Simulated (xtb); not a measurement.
C₄H₆ClN₂Pd, doublet, at a GFN2-xTB geometry (such geometries of metal compounds can be far from the true shape) (the multiplicity is a formal guess); GFN2-xTB run with xtb.

The xtb input:
```
$ xtb mol.xyz --gfn 2 --uhf 1 --opt --json

# file mol.xyz
14

Pd     0.53547728    -0.23095976    -0.05688024
Cl     1.31327158     0.47627670    -1.99283747
C     -0.79265635    -1.88015951     3.93483482
C     -0.23803901    -1.42946845     2.69405779
N      0.22418556    -1.07640922     1.69977923
H     -0.54338503    -1.17338198     4.72615221
H     -0.38775873    -2.86017522     4.18716045
H     -1.87647185    -1.95056369     3.84457694
C     -2.10723888     2.30065959    -2.17008040
C     -1.72057591     1.47720959    -1.06522501
N     -1.42406764     0.81631576    -0.16674902
H     -1.29407186     2.31331104    -2.89654909
H     -2.30131624     3.31497194    -1.82361887
H     -3.00433245     1.89448944    -2.63572839
```

It wrote (shortened):

```
   ID    Z sym.   atoms
    1   46 Pd     1
    2   17 Cl     2
    3    6 C      3, 4, 9, 10
    4    7 N      5, 11
    5    1 H      6-8, 12-14

           -------------------------------------------------
          |                Calculation Setup                |
           -------------------------------------------------

           -------------------------------------------------
          |                 G F N 2 - x T B                 |
           -------------------------------------------------

          ...................................................
          :                      SETUP                      :
          :.................................................:
          :  # basis functions                  50          :
          :  # atomic orbitals                  48          :
          :  # shells                           24          :
          :  # electrons                        49          :
          :  max. iterations                   250          :
          :  Hamiltonian                  GFN2-xTB          :
          :  restarted?                      false          :
          :  GBSA solvation                  false          :
          :  PC potential                    false          :
          :  electronic temp.          300.0000000     K    :
          :  accuracy                    1.0000000          :
          :  -> integral cutoff          0.2500000E+02      :
          :  -> integral neglect         0.1000000E-07      :
          :  -> SCF convergence          0.1000000E-05 Eh   :
          :  -> wf. convergence          0.1000000E-03 e    :
          :  Broyden damping             0.4000000          :
          :  net charge                          0          :
          :  unpaired electrons                  1          :
          ...................................................

 iter      E             dE          RMSdq      gap      omega  full diag
   1    -26.6367590 -0.266368E+02  0.956E+00    6.08       0.0  T
   2    -26.8760271 -0.239268E+00  0.381E+00    2.83       1.0  T
   3    -26.8747716  0.125549E-02  0.197E+00    2.59       1.0  T
   4    -26.8703330  0.443856E-02  0.119E+00    2.11       1.0  T
   5    -26.8840288 -0.136958E-01  0.396E-01    2.40       1.0  T
   6    -26.8845656 -0.536874E-03  0.207E-01    2.35       1.0  T
   7    -26.8844893  0.762936E-04  0.158E-01    2.36       1.0  T
   8    -26.8846662 -0.176845E-03  0.702E-02    2.36       1.0  T
[...]
         :: total energy             -26.534686775020 Eh    ::
 * total energy  :   -26.5346868 Eh     change       -0.3956160E-09 Eh
   *** GEOMETRY OPTIMIZATION CONVERGED AFTER 1 ITERATIONS ***
         :: total energy             -26.534686775503 Eh    ::
[...]
    14   1 H        0.925     0.093     1.851     2.127

 Mol. C6AA /au·bohr⁶  :       4168.023079
 Mol. C8AA /au·bohr⁸  :     164758.606385
 Mol. α(0) /au        :        107.823191

Wiberg/Mayer (AO) data.
largest (>0.10) Wiberg bond orders for each atom

 ---------------------------------------------------------------------------
     #   Z sym  total        # sym  WBO       # sym  WBO       # sym  WBO
 ---------------------------------------------------------------------------
     1  46 Pd   2.806 --     2 Cl   1.125     5 N    0.728    11 N    0.542
                             4 C    0.193    10 C    0.157
     2  17 Cl   1.199 --     1 Pd   1.125
     3   6 C    3.987 --     4 C    1.085     7 H    0.947     6 H    0.946
                             8 H    0.946
     4   6 C    3.925 --     5 N    2.606     3 C    1.085     1 Pd   0.193
     5   7 N    3.513 --     4 C    2.606     1 Pd   0.728
     6   1 H    0.990 --     3 C    0.946
     7   1 H    0.991 --     3 C    0.947
     8   1 H    0.990 --     3 C    0.946
     9   6 C    3.986 --    10 C    1.085    13 H    0.945    14 H    0.945
                            12 H    0.937
    10   6 C    3.942 --    11 N    2.638     9 C    1.085     1 Pd   0.157
    11   7 N    3.346 --    10 C    2.638     1 Pd   0.542
    12   1 H    0.986 --     9 C    0.937
    13   1 H    0.991 --     9 C    0.945
    14   1 H    0.991 --     9 C    0.945
 ---------------------------------------------------------------------------

Topologies differ in total number of bonds
Writing topology from bond orders to xtbtopo.mol

molecular dipole:
                 x           y           z       tot (Debye)
 q only:       -2.290       0.069       1.867
   full:       -2.193      -0.145       2.150       7.815
molecular quadrupole (traceless):
                xx          xy          yy          xz          yz          zz
 q only:       -9.146      -5.660      -0.492       6.774     -16.396       9.637
  q+dip:       -9.912      -6.987      -0.461       8.094     -18.644      10.373
   full:       -8.865      -6.693       0.574       8.815     -16.382       8.291

optimized geometry written to: xtbopt.xyz

           -------------------------------------------------
          | TOTAL ENERGY              -26.534686775503 Eh   |
          | GRADIENT NORM               0.000060032497 Eh/α |
          | HOMO-LUMO GAP               2.366450211874 eV   |
           -------------------------------------------------
```
